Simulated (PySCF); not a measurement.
## Radial density of Sb(3+) (antimony, charge +3)

r2SCAN0, [Kr] 4d10 5s2, closed-shell 1S. Calculation: PySCF 2.14, in aug-cc-pVDZ-PP with ECP28MDF (5s4p3d, 32 functions); a scalar-relativistic core potential. This is the valence pseudo-density: the core potential removes the inner electrons and smooths the orbitals near the nucleus.

```tsv
r (bohr)	4πr²ρ (e/bohr)
0.00494	1.444e-05
0.00830	3.995e-05
0.0140	0.0001062
0.0235	0.0002541
0.0395	0.0004799
0.0665	0.0008635
0.112	0.005585
0.188	0.07076
0.316	1.192
0.532	13.72
0.895	22.32
1.51	5.550
2.53	0.9205
4.26	0.01975
7.16	3.788e-05
```

Energies and moments cover only the electrons outside the core potential.
